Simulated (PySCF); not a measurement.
One molecule, one basis, several functionals.

Compound: GeH7NSSi.
InChI=1S/GeH7NSSi/c2-1-3-4/h1-2H2,4H3

Torsions of this conformer, `[NH2:1][GeH2:2][S:3][SiH3:4]`: N1–Ge2–S3–Si4 -35°, H–N1–Ge2–S3 -77°, H–N1–Ge2–S3 150°.

PySCF, def2-SVPD basis, density fitting, gas phase, PBE0-D3(BJ)/def2-SVP geometry; singlet excitations by full TDDFT with frozen cores, triplets by Tamm–Dancoff TDDFT and ionisation energies by ΔSCF, from the lowest of the holes tried. One functional is left out:

```csv
functional,exact exchange (%),HOMO energy (eV),LUMO energy (eV),lowest singlet excitation (eV),lowest triplet excitation (eV),dipole moment (D),mean polarisability (au),vertical ionisation energy (eV)
LDA,0,-6.09,-1.18,5.06,4.78,2.630,95.2,9.09
PBE,0,-6.04,-0.98,5.19,4.88,2.582,93.2,8.99
PBE0,25,-7.21,-0.20,5.77,5.35,2.641,89.3,9.15
BHandHLYP,50,-8.25,0.46,6.11,5.68,2.642,86.4,9.14
```

**Question.** Predict the row of B3LYP (20 % exact exchange) by straight lines through the other rows, and check it.

**Answer.** 
```
                       property   line  computed  computed − line  PBE0 (25 %), for comparison
               HOMO energy (eV)  -6.95     -6.97            -0.02                        -7.21
               LUMO energy (eV)  -0.44     -0.45            -0.01                        -0.20
 lowest singlet excitation (eV)   5.56      5.58            +0.02                         5.77
 lowest triplet excitation (eV)   5.19      5.20            +0.01                         5.35
              dipole moment (D)  2.625     2.580           -0.045                        2.641
       mean polarisability (au)   90.8      90.2             -0.6                         89.3
vertical ionisation energy (eV)   9.10      9.12            +0.02                         9.15
```

**Question.** Which of these properties follows the share of exact exchange most closely, and which least?

**Answer.** Most closely the HOMO energy, least the dipole moment; the correlations over the tabulated rows are HOMO energy -1.000, LUMO energy 0.992, lowest triplet excitation 0.989, lowest singlet excitation 0.982, mean polarisability -0.970, vertical ionisation energy 0.725, dipole moment 0.660. The HOMO energy moves by -0.439 eV for every 10 %. Functionals with the same share still differ in their other parts: at 0 % LDA and PBE differ by 0.05 eV in it.
